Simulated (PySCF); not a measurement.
**A ladder of Hamiltonians for Pm(51+) (promethium, charge +51)**

Occupied: 1s1/2, 2s1/2, 2p1/2, 2p3/2. Hartree-Fock calculated with PySCF 2.14 in an even-tempered Gaussian basis (16 s from 9.9 bohr⁻², ratio 2.7; 13 p from 12 bohr⁻², ratio 2.7), Gaussian nucleus throughout. NR is non-relativistic, sf-X2C the spin-free one-electron X2C Hamiltonian, X2C adds the bare one-electron spin-orbit term, X2C-SNSO screens it by Boettger's factors, DC is four-component Dirac-Coulomb, and the Gaunt and Breit terms are added at first order (total energies over the DC spinors, levels after relaxing the spinors in that mean field). QED terms are absent. Levels marked empty are virtual spinors of this ion.

| Hamiltonian | E (hartree) |
| --- | --- |
| NR | -6922.1807 |
| sf-X2C | -7240.2802 |
| X2C | -7244.9368 |
| X2C-SNSO | -7244.6218 |
| DC | -7247.2795 |
| DC+Gaunt | -7239.7194 |
| DC+Breit | -7240.3800 |

| level (eV) | NR | sf-X2C | X2C | X2C-SNSO | DC | DC+Gaunt | DC+Breit |
| --- | --- | --- | --- | --- | --- | --- | --- |
| 1s1/2 | -46770.6 | -49249.0 | -49243.2 | -49243.6 | -49290.0 | -49164.8 | -49173.0 |
| 2s1/2 | -10373.0 | -11072.0 | -11070.6 | -11070.7 | -11076.7 | -11063.6 | -11064.5 |
| 2p1/2 | -10061.6 | -10303.0 | -10727.8 | -10712.2 | -10715.7 | -10692.6 | -10695.0 |
| 2p3/2 | -10061.6 | -10303.0 | -10120.6 | -10126.4 | -10130.7 | -10114.7 | -10117.2 |
| 3s1/2 (empty) | -4254.4 | -4474.8 | -4474.6 | -4474.6 | -4476.0 | -4472.5 | -4473.0 |
| 3p1/2 (empty) | -4153.4 | -4250.4 | -4361.8 | -4357.7 | -4358.6 | -4352.7 | -4353.5 |
| 3p3/2 (empty) | -4153.4 | -4250.4 | -4202.2 | -4203.7 | -4204.6 | -4200.6 | -4201.4 |

**Question.** How large are the two-electron picture-change error of X2C and the Breit correction in the total energy?

**Answer.** X2C-1e lies 2.3428 hartree above Dirac-Coulomb; Gaunt adds 7.5601 and the full Breit term 6.8995 hartree.

```csv
interval (eV),X2C,X2C-SNSO,DC,DC+Gaunt,DC+Breit
2p3/2 − 2p1/2,607.1,585.8,585.0,577.9,577.9
3p3/2 − 3p1/2,159.6,154.0,154.0,152.1,152.1
```

Weight of the small component: 1s1/2 0.0514, 2s1/2 0.0117, 2p1/2 0.0116, 2p3/2 0.0109, 3s1/2 0.00459, 3p1/2 0.00451, 3p3/2 0.00434.

Koopmans' value for the highest occupied level at DC+Breit: 10117.2 eV, against an ionisation energy of 10115 ± 4 eV (theoretical estimate listed by NIST; NIST Atomic Spectra Database, ionization energies); the former lacks relaxation, correlation, QED and recoil.

The whole ladder took 100 s of wall time on 1 thread of Neoverse-N1 (shared host), launched as `OMP_NUM_THREADS=1 python relrun2.py TASK.json OUT` (a driver that calls PySCF for each Hamiltonian).
